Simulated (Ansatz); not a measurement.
Species: C3H11NO3Si (charge 0, singlet). 
Structure (B3LYP-D3(BJ)/def2-TZVP (Ansatz, a program for electronic structure) minimum search):
```
Si
O 1 1.6296
C 2 1.4199 1 124.63
H 3 1.0900 2 107.92 1 173.99
H 3 1.0919 4 109.27 2 120.94
H 3 1.0937 4 108.74 5 118.54
O 1 1.6359 2 106.13 3 -38.95
C 7 1.4158 1 124.57 2 174.83
H 8 1.0902 7 108.20 1 -179.24
H 8 1.0930 9 108.99 7 -120.94
H 8 1.0951 9 108.48 10 -118.36
O 1 1.6385 2 115.05 3 76.59
C 12 1.4184 1 124.48 2 60.45
H 13 1.0903 12 108.18 1 168.20
H 13 1.0933 14 108.79 12 -120.47
H 13 1.0934 14 109.04 15 -118.11
N 1 1.7010 2 105.50 3 -164.31
H 17 1.0057 1 122.09 2 -163.33
H 17 1.0061 18 112.46 1 158.46
```
Charge 0, spin multiplicity 1.

Property: vertical triplet-singlet gap (E(triplet) - E(singlet); each state is the SCF solution reached for its spin), in eV. Correlated levels leave the core frozen unless marked. UHF or UKS for open shells. Spin-orbit coupling is left out. No relativistic terms. 

```tsv
level	program	vertical triplet-singlet gap (eV)
r2SCAN/def2-TZVPD	Ansatz	5.84
B3LYP/def2-TZVPD	Ansatz	5.99
PBE0/def2-TZVPD	Ansatz	6.03
wB97M-V/def2-TZVPD	Ansatz	6.40
wB97X-V/def2-TZVPD	Ansatz	6.48
B2PLYP/def2-TZVPD	Ansatz	6.22
```
